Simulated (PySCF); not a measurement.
C₂H₉FOSi₂, SMILES OC[Si@H](F)C[SiH3]. Atoms are numbered in the order given.

```xyz
15

O     -2.6384    -0.5603    -0.9935
C     -1.4506     0.2107    -0.8510
Si    -0.2251    -0.6766     0.2762
F     -1.1488    -1.1024     1.5695
C      1.1810     0.4116     0.8452
Si     2.2432     1.1523    -0.5330
H     -2.9611    -0.7638    -0.1045
H     -1.0236     0.3462    -1.8596
H     -1.6538     1.2359    -0.4721
H      0.2683    -1.9435    -0.3246
H      0.7621     1.2421     1.4410
H      1.8370    -0.1679     1.5183
H      2.8120     0.0679    -1.3855
H      1.4073     2.0377    -1.3962
H      3.3627     1.9551     0.0370
```
Charge 0, spin multiplicity 1.

Geometry optimised at B3LYP-D3(BJ)/def2-SVP. The structure was generated by enumeration; whether it is a known compound was not checked. One conformer was computed; it need not be the lowest.

Two levels are set side by side: PBE/pcSseg-1 (PySCF) and PBE0/pcSseg-1 (PySCF). GIAO shifts against CFCl3 (¹⁹F), H2O (¹⁷O), TMS (²⁹Si), TMS (¹H), TMS (¹³C) at the same level; non-relativistic, no solvent, atoms listed together averaged. Differences are taken from unrounded values.

```json
[
 {"quantity": "δ(¹⁷O) of O1 (ppm)", "PBE": "3.4"},
 {"quantity": "δ(¹³C) of C2 (ppm)", "PBE": "60.8"},
 {"quantity": "δ(²⁹Si) of Si3 (ppm)", "PBE": "22.5"},
 {"quantity": "δ(¹⁹F) of F4 (ppm)", "PBE": "-234.8"},
 {"quantity": "δ(¹³C) of C5 (ppm)", "PBE": "-4.0"},
 {"quantity": "δ(²⁹Si) of Si6 (ppm)", "PBE": "-79.5"},
 {"quantity": "δ(¹H) of H7 (ppm)", "PBE": "0.49"},
 {"quantity": "δ(¹H) of H10 (ppm)", "PBE": "5.47"}
]
```

Problem. These are the PBE values. What does PBE0 give? (An estimate is asked for; the answer gives what the named calculation found.)

Solution. 
```
quantity                PBE0  PBE minus PBE0
--------------------  ------  --------------
δ(¹⁷O) of O1 (ppm)      -6.8            10.2
δ(¹³C) of C2 (ppm)      57.3             3.5
δ(²⁹Si) of Si3 (ppm)    22.7            -0.2
δ(¹⁹F) of F4 (ppm)    -214.5           -20.3
δ(¹³C) of C5 (ppm)      -5.2             1.2
δ(²⁹Si) of Si6 (ppm)   -74.9            -4.6
δ(¹H) of H7 (ppm)       0.63           -0.14
δ(¹H) of H10 (ppm)      5.34            0.13
```

Rough cost on one machine, each run with all the roots and properties that it gave: PBE0 against PBE within a factor of 2.
